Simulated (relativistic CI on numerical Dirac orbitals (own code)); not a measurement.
# Hyperfine structure of Gd XVII, mass number 157

Method of calculation: Dirac-Coulomb-Breit CI, orbitals from a KLI potential per configuration, model QED, unscaled Slater integrals (own radial code, finite nucleus).

CI space (outside the closed core [Kr]): 4d¹⁰4f², 4d¹⁰4f5s, 4d¹⁰5s², 4d¹⁰5s5p, 4d¹⁰4f5p, 4d¹⁰5p², 4d¹⁰5s5d, 4d⁹4f³, 4d¹⁰4f5d, 4d¹⁰5p5d, 4d⁹4f5s², 4d¹⁰5d², 4d¹⁰4f5f, 4d¹⁰4f6s, 4d⁹4f5s5p, 4d⁹4f²5s. Levels of other configurations are missing.

Nuclear spin I = 3/2, μ = -0.3398 μN, Q = 1.35 b (tables of Stone and Pyykkö). The electronic factors are computed for point nuclear moments, without core polarisation or the Bohr-Weisskopf and QED corrections.

| Level | E (eV) | A (MHz) | B (MHz) |
| --- | --- | --- | --- |
| 4d¹⁰4f² ³H4 | 0.0000 | -375.7 | 2280 |
| 4d¹⁰4f² ³H5 | 0.8413 | -271.6 | 2400 |
| 4d¹⁰4f² ³F2 | 1.5065 | -361.4 | -692 |
| 4d¹⁰4f² ³H6 | 1.6707 | -213.9 | 2680 |
| 4d¹⁰4f² ¹G4 | 2.0414 | -260.3 | 7.53 |
| 4d¹⁰4f² ³F3 | 2.0689 | -241.1 | -692 |
| 4d¹⁰4f² ³F4 | 3.1353 | -207.9 | -215 |
| 4d¹⁰4f² ¹D2 | 5.1876 | -247.4 | -1570 |

Levels with J = 0, under 50 % of one LS term, or S terms without an open s electron are left out. Small factors come from cancelling terms and can be off by tens of per cent or more.

At this charge transitions that keep the count of f electrons are usually good to a few per cent. Terms inside the open d or f shell come out 10 to 20 % too wide with unscaled integrals. Levels that differ in their count of f electrons can be misplaced by several ten thousand cm⁻¹, since the correlation energy of f electrons is missing or only estimated; rates across such gaps can be off by orders of magnitude.

Question: Give the hyperfine levels of 4d¹⁰4f² ³H4 relative to its centre of gravity.

Answer: With K = F(F + 1) − I(I + 1) − J(J + 1), E = AK/2 + B[¾K(K + 1) − I(I + 1)J(J + 1)]/[2I(2I − 1)J(2J − 1)]: F = 5/2: 3936, F = 7/2: 1056, F = 9/2: -1184, F = 11/2: -1685 MHz.

LS names give the leading component of a level, which can be under half, so a name can repeat, a term be missing and a line seem to break the LS rules.
